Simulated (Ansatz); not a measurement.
Consider the cleavage of the Si–Al bond: `[NH2][Al]([NH2])[SiH2][SiH3]` + `OBCl` → `[SiH3][SiH2]OBCl` + `[NH2][AlH][NH2]`.

Program: Ansatz. Geometries: PBE0-D4/def2-TZVP. ΔE: electronic, gas phase. CCSD(T)/CBS is the MP2 limit (def2-TZVPP, def2-QZVPP) plus CCSD(T) − MP2 in def2-TZVPP, frozen cores. This one scheme is used for every species. Functionals use def2-TZVPP. B3LYP here is the variant with VWN-RPA as its local correlation; programs differ in this. One conformer a species, not always the lowest.

```csv
level,ΔE (kJ/mol),difference from CCSD(T)/CBS
PBE-D4,-32.4,24.3
r2SCAN-D4,-50.0,6.7
PBE0-D4,-38.7,18.0
ωB97X-V,-57.5,-0.8
ωB97M-V,-61.3,-4.6
B2PLYP,-62.2,-5.5
PBE,-32.7,24.0
r2SCAN,-50.3,6.4
PBE0,-39.3,17.4
B3LYP,-59.9,-3.2
HF/def2-TZVPP,-83.0,-26.3
HF/def2-QZVPP,-85.7,-29.0
MP2/def2-QZVPP,-63.3,-6.6
SCS-MP2/def2-QZVPP,-68.9,-12.2
HF/CBS(def2),-86.1,-29.4
MP2/CBS(def2),-63.0,-6.3
CCSD(T)/CBS,-56.7,0
```

Largest T1 diagnostic among the species: 0.013.

In def2-TZVPP, CCSD(T) changes the Hartree–Fock value by +27.8 kJ/mol (the triples alone add +4.0 kJ/mol) and MP2 by +21.5 kJ/mol. From PBE to PBE0 (25 % exact exchange), in def2-TZVPP and without D4, ΔE moves by −6.6 kJ/mol.
